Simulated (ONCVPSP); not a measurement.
# Potentials for rhodium compared

Generated with ld1.x 7.5 (TM, RRKJ, ultrasoft, PAW), atompaw 4.2 or ONCVPSP 4.0.1. The cutoff is in Ry: for ld1.x and atompaw files where the sum of valence levels is converged to 10 mRy in a Bessel basis, for ONCV files where the hardest occupied wave has 1 mHa per electron of residual kinetic energy. The error is the largest all-electron minus pseudo excitation energy over each file’s own four to seven test configurations (ionisations up to +4, promotions, holes and added fractions of an electron), all of which were solved. The labels leave out finer settings (local radius, basis sizes, second energies), which also bear on the numbers. Spin-polarised tests are not counted. The rows are a selection from randomly drawn settings: files with unsolved tests, undetermined cutoffs or missed reference levels are left out.

A true bound ghost makes a file unfit for plane-wave use even where its test errors are small: the radial tests pick states by their node count and pass the ghost by.

```tsv
potential	cutoff (Ry)	largest error (meV)	bound ghosts
ONCV, PBE, fully relativistic, rc 1.80/1.20/1.80 (spd), local smoothed, core correction yes, reference 4s2 4p6 4d8 5s1, qcut 7.3/7.7/7.7, projectors 2/2/1	70	+6.2	none
ONCV, PBEsol, fully relativistic, rc 1.60/1.10/1.25/1.20 (spdf), local smoothed, core correction yes, reference 4s2 4p6 4d8 5s0.75, qcut 7.1/8.9/7.4/9, projectors 3/1/2/2	75	+21	none
ONCV, PBE, non-relativistic, rc 1.70/1.65/1.85/1.70 (spdf), local smoothed, core correction yes, reference 4s2 4p6 4d8 5s1, qcut 8.6/7.2/9.3/7.6, projectors 2/1/3/1	53	-16	s
ONCV, PBE, fully relativistic, rc 1.40/1.30/1.80 (spd), local smoothed, core correction yes, reference 4s2 4p6 4d8 5s1, qcut 6.7/8.7/7.7, projectors 2/1/2	60	-1.4	none
ONCV, PBE, fully relativistic, rc 1.00/1.20/1.65 (spd), local smoothed, core correction no, reference 4s2 4p6 4d6, qcut 6.2/7.2/10.2, projectors 2/2/2	321	+3.3	none
ONCV, LDA (Perdew-Zunger), scalar-relativistic, rc 3.75/3.75/1.55 (spd), local smoothed, core correction yes, reference 4d8 5p1, qcut 2.2/2.4/10.2, projectors 1/2/3	58	-81	s
ONCV, LDA (Perdew-Wang 92), fully relativistic, rc 1.55/1.65/1.55 (spd), local smoothed, core correction yes, reference 4s2 4p6 4d8 5s1, qcut 9.5/7.3/10.1, projectors 2/2/2	63	+5.2	none
ONCV, PBE, scalar-relativistic, rc 1.60/1.30/1.60 (spd), local smoothed, core correction yes, reference 4s2 4p6 4d8 5s1, qcut 6.6/9.5/8, projectors 2/2/2	64	-6.5	none
```

(1) Fill in the row for Rh: ONCV, PBE, fully relativistic, rc 1.30/1.05/1.55 (spd), local smoothed, core correction no, reference 4s2 4p6 4d7, qcut 9/8/8.1, projectors 1/1/1.

Results:

(1) cutoff 185 Ry, largest error +463 meV, bound ghosts: none.
